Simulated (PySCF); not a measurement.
A PySCF script (with the pyscf-properties extension) for the NMR shieldings of SMILES N1C[Si@H](C)C[SiH2]1, C₃H₁₁NSi₂, on a GFN2-xTB geometry:

```python
import basis_set_exchange as bse
import numpy as np
from pyscf import gto, dft
from pyscf.prop import nmr

atoms = """
C     2.345580    0.113787   -0.540234
Si    0.859895   -0.074623    0.629612
C    -0.326034    1.421360    0.448073
N    -1.664188    0.904835    0.237684
Si   -1.927649   -0.663062   -0.397540
C    -0.300861   -1.494581    0.133834
H     2.915951    1.009304   -0.313307
H     2.031166    0.175189   -1.578245
H     3.016502   -0.734013   -0.447949
H     1.323080   -0.180454    2.025371
H    -0.324556    2.050702    1.343306
H    -0.020011    2.068147   -0.385072
H    -2.363720    1.624834    0.147001
H    -2.076065   -0.745792   -1.864008
H    -3.133332   -1.193321    0.244068
H    -0.473611   -2.163983    0.972238
H     0.110856   -2.106300   -0.664741
"""
names = dict.fromkeys(["C", "Si", "N", "H"], "pcSseg-1")
basis = {el: gto.basis.parse(bse.get_basis(n, elements=[el], fmt="nwchem")) for el, n in names.items()}
mol = gto.M(atom=atoms, basis=basis, charge=0, verbose=0)
mf = dft.RKS(mol, xc="PBE0")
mf.grids.level = 2
mf.grids.alignment = dft.numint.BLKSIZE   # the property module wants whole blocks of grid points
mf.conv_tol = 1e-9
mf.kernel()

calc = nmr.RKS(mf)   # GIAO
C = mf.mo_coeff
Co = C[:, mf.mo_occ > 0]
resp = mf.gen_response(singlet=True, hermi=2)
def vind(x):   # induced exchange potential for any number of trial vectors
    d = np.einsum("pi,xij,qj->xpq", C, 2 * x.reshape(-1, C.shape[1], Co.shape[1]), Co, optimize=True)
    return np.einsum("xpq,pi,qj->xij", resp(d - d.transpose(0, 2, 1)), C, Co, optimize=True).ravel()
mo1, _ = nmr.rhf.solve_mo1(calc, with_cphf=vind)
sigma = calc.kernel(mo1)
for i, s in enumerate(sigma):   # ppm
    print("%2d %-2s %9.2f" % (i, mol.atom_pure_symbol(i), np.trace(s) / 3))
```

Q: What does it print?

A: 
```
 0 C     189.55
 1 Si    357.99
 2 C     153.18
 3 N     247.74
 4 Si    372.22
 5 C     197.74
 6 H      31.57
 7 H      31.62
 8 H      31.43
 9 H      27.07
10 H      28.65
11 H      29.21
12 H      31.96
13 H      26.64
14 H      26.66
15 H      31.41
16 H      31.95
```

These numbers come from an equivalent density-fitted implementation of the same equations, which agrees with the script to about 0.01 ppm for H and up to a few tenths of a ppm for heavy atoms, so last digits may differ.

Q: Turn these shieldings into chemical shifts. Chemical shifts δ = σref − σ; TMS for ¹³C (186.93 ppm) and ²⁹Si (349.16 ppm) and ¹H (31.72 ppm); ¹⁵N (267.73 ppm) vs NH3, all at this level.

A: Averaging equivalent atoms: C 2: 33.7; C 0: -2.6; C 5: -10.8; Si 1: -8.8; Si 4: -23.1; N 3: 20.0; H 13: 5.07; H 14: 5.05; H 9: 4.65; H 10: 3.07; H 11: 2.50; H 15: 0.31; H 6/7/8: 0.17; H 16: -0.23; H 12: -0.24 ppm. Experimental scales use liquid or dissolved standards, which lie at an offset from isolated NH3 (liquid NH3: subtract about 20 ppm).

Size and cost of the density-fitted run: 171 basis functions, 37 s wall time on 1 thread of an Arm Neoverse N1, shared host.
